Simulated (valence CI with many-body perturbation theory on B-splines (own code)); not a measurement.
**Nd46+: E2, M1 decay**

Computed by configuration interaction combined with many-body perturbation theory (CI+MBPT): four valence electrons over a frozen Dirac-Fock core [Ne], a basis of 11 s, 11 p, 10 d, 8 f, 5 g, 2 h functions for each j, with the one-electron correlation potential Σ1, the two-electron term Σ2, the three-electron term Σ3, Breit, model QED; selected CI, second order for the rest, scaled by the run's own slope (own B-spline code, finite nucleus).

The last digits are not significant, and no measured levels were compared; by estimate large intervals hold to a few tenths of a per cent, small ones and those within an open d or f shell to about a per cent. Among the levels kept, up to 590 cm⁻¹ of a level comes from second order outside the variational space, and about a tenth of that is noise between levels of different J, which matters for small intervals.

Lines 1 to 9 of 9 in falling wavelength, among levels below 889.14 eV, chosen from the decays that carry over 1 % of a level's rate. Wavelengths and rates use the calculated energies. Electric multipoles are in the length gauge with retardation, E1 and E2 with the static RPA response of the core. M1 uses the relativistic operator with retardation. Weak lines are less certain than strong ones. Lines between different terms over intervals too small for the method are left out, as are lines whose strength nearly cancels.

Levels are named by their leading jj configuration (3d3/2^4 stands for four electrons in 3d with j = 3/2), which in mixed levels can hold well under half, so a name can repeat and another be missing.

| λ vac (Å) | Upper | Lower | Type | A (s⁻¹) | Branch % |
| --- | --- | --- | --- | --- | --- |
| 1693 | (3s^2 3p1/2 3p3/2) J=2 | (3s^2 3p1/2 3p3/2) J=1 | M1 | 1.05e+03 | 1.2 |
| 160.0 | (3s^2 3p3/2 3d5/2) J=4 | (3s 3p1/2 3p3/2^2) J=3 | M1 | 4.85e+05 | 4.6 |
| 101.8 | (3s^2 3p3/2 3d5/2) J=4 | (3s^2 3p1/2 3d5/2) J=3 | M1 | 9.96e+06 | 94.2 |
| 99.54 | (3s^2 3p1/2 3p3/2) J=1 | (3s^2 3p1/2^2) J=0 | M1 | 1.28e+07 | 100.0 |
| 95.46 | (3s^2 3p3/2^2) J=2 | (3s^2 3p1/2 3p3/2) J=2 | M1 | 1.08e+07 | 47.6 |
| 94.01 | (3s^2 3p1/2 3p3/2) J=2 | (3s^2 3p1/2^2) J=0 | E2 | 8.54e+04 | 98.8 |
| 90.36 | (3s^2 3p3/2^2) J=2 | (3s^2 3p1/2 3p3/2) J=1 | M1 | 1.13e+07 | 49.9 |
| 85.09 | (3s^2 3p3/2^2) J=0 | (3s^2 3p1/2 3p3/2) J=2 | E2 | 3.72e+05 | 1.3 |
| 81.01 | (3s^2 3p3/2^2) J=0 | (3s^2 3p1/2 3p3/2) J=1 | M1 | 2.88e+07 | 98.1 |
